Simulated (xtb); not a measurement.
Here is a job for xtb.
```
$ xtb mol.xyz --gfn 2 --uhf 1 --json

# file mol.xyz
2

Si    -0.00000000    -0.00000000    -0.10104690
H      0.00000000     0.00000000     1.41465662
```

What does this run give for the total energy, dipole moment, partial charges in atom order?


- total energy: -2.1137 Eh
- dipole moment: 0.29 D
- partial charges in atom order: Si1 0.17, H2 -0.17
